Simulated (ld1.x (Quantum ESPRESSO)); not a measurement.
# nitrogen (N): excitation energies, all-electron against TM

- Element: N
- Generator: ld1.x (Quantum ESPRESSO) 7.5
- Type: norm-conserving Troullier–Martins (Kleinman–Bylander form)
- Functional: PBE
- Relativity: scalar-relativistic
- Frozen core: [He]
- Valence charge: 5
- Reference configuration: 2s2 2p2 (charge +1)
- Partial waves: 2s (bound): rc 1.00 bohr; 2p (bound): rc 1.55 bohr
- Local potential: all-electron potential smoothed inside 0.80 bohr (lloc = -1)
- Core correction: none

Energies are relative to the spin-unpolarised reference configuration 2s2 2p2; without spin polarisation the order of configurations can differ from experiment.

(1) Give the all-electron excitation energy and the error of the potential for: 2s2 2p3; 2s2 2p1; 2s2 2p0; 2s1 2p0; 2s2 2p2.5; 2s1 2p3; 2s2 2p3.3.

Results:

(1)

| valence configuration | charge | ΔE all-electron (eV) | error AE − PS (meV) |
| --- | --- | --- | --- |
| 2s2 2p3 | 0 | -13.591 | +14 |
| 2s2 2p1 | +2 | 28.854 | +70 |
| 2s2 2p0 | +3 | 75.936 | +534 |
| 2s1 2p0 | +4 | 153.755 | +1000 |
| 2s2 2p2.5 | +0.5 | -8.498 | +5.8 |
| 2s1 2p3 | +1 | 11.781 | +16 |
| 2s2 2p3.3 | -0.3 | -15.210 | +17 |
